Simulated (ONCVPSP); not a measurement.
rhodium ONCV: all-electron and pseudo phase curves

```json
{
 "Element": "rhodium",
 "Generator": "ONCVPSP 4.0.1",
 "Type": "optimised norm-conserving Vanderbilt (ONCV)",
 "Functional": "LDA (Perdew-Wang 92)",
 "Relativity": "fully relativistic",
 "Frozen core": "[Ar] 3d10",
 "Valence charge": "17",
 "Reference configuration": "4s2 4p6 4d8 5p1",
 "Partial waves": "4s: rc 1.20 bohr, ncon 4, nbas 8, qcut 8.3 1/bohr, 1 projector; 4p+5p: rc 1.60 bohr, ncon 3, nbas 8, qcut 10.7 1/bohr, 2 projectors; 4d: rc 2.15 bohr, ncon 5, nbas 10, qcut 7.1 1/bohr, 2 projectors, debl 1.3 Ha",
 "Local potential": "polynomial inside 0.80 bohr (lpopt 3, dvloc0 0 Ha)",
 "Core correction": "Teter function fitted to the true core (icmod 2), fcfact 0.6"
}
```

Open shells are filled in proportion to 2j + 1.

The phase is arctan(r·R′/R) of the radial function R(r), unwrapped; energies in Ha, scanned from -5 to 5 Ha. A pole is an energy at which the radial function vanishes at the test radius. The pseudo phase is shifted by a multiple of π to meet the all-electron one at the reference energy, and phase errors are pseudo minus all-electron; the curves can meet again beyond the range given. Levels narrower than the energy grid can be missing from the lists of poles.

Question: For each channel, where are the poles, and over which energies does the pseudopotential scatter like the atom?

Answer:

| channel | radius (bohr) | reference energy (Ha) | poles, all-electron | poles, pseudo | unbroken range about the reference energy with phases within 0.05 rad | phase error 1 Ha above the reference energy (rad) |
| --- | --- | --- | --- | --- | --- | --- |
| s | 1.22 | -3.09 | -0.57 | -1.95, -0.21 | below -2.1 | -0.038 |
| p3/2 | 1.62 | -0.07 | -1.19 | -1.19 | the whole range | -0.000 |
| p1/2 | 1.62 | -0.07 | -1.41 | -1.41 | the whole range | -0.000 |
| d5/2 | 2.18 | -0.28 | 0.08, 4.45 | 0.08, 4.52 | the whole range | +0.000 |
| d3/2 | 2.18 | -0.30 | 0.05, 4.41 | 0.05, 4.49 | the whole range | +0.000 |

Note: ghosts flagged at negative energy: s at -50.2 eV; no localised positive-energy state flagged. A true bound ghost makes a file unfit for plane-wave use.

Phases in the p3/2 channel:

```tsv
E (Ha)	all-electron	pseudo
-4.96	1.254	1.254
-4.72	1.235	1.235
-4.48	1.212	1.212
-4.24	1.184	1.184
-4.00	1.148	1.148
-3.76	1.101	1.101
-3.52	1.035	1.034
-3.28	0.936	0.936
-3.04	0.775	0.775
-2.80	0.482	0.482
-2.56	-0.049	-0.049
-2.32	-0.681	-0.681
-2.08	-1.088	-1.088
-1.84	-1.308	-1.308
-1.60	-1.438	-1.438
-1.36	-1.524	-1.524
-1.12	-1.587	-1.587
-0.88	-1.638	-1.638
-0.64	-1.681	-1.681
-0.40	-1.721	-1.721
-0.16	-1.760	-1.760
0.08	-1.799	-1.799
0.32	-1.841	-1.841
0.56	-1.887	-1.887
0.80	-1.942	-1.942
1.04	-2.008	-2.008
1.28	-2.093	-2.093
1.52	-2.204	-2.205
1.76	-2.358	-2.360
2.00	-2.575	-2.578
2.24	-2.872	-2.876
2.48	-3.229	-3.235
2.72	-3.572	-3.579
2.96	-3.842	-3.849
3.20	-4.035	-4.041
3.44	-4.171	-4.176
3.68	-4.269	-4.275
3.92	-4.343	-4.348
4.16	-4.400	-4.405
4.40	-4.445	-4.450
4.64	-4.482	-4.487
4.88	-4.513	-4.518
```
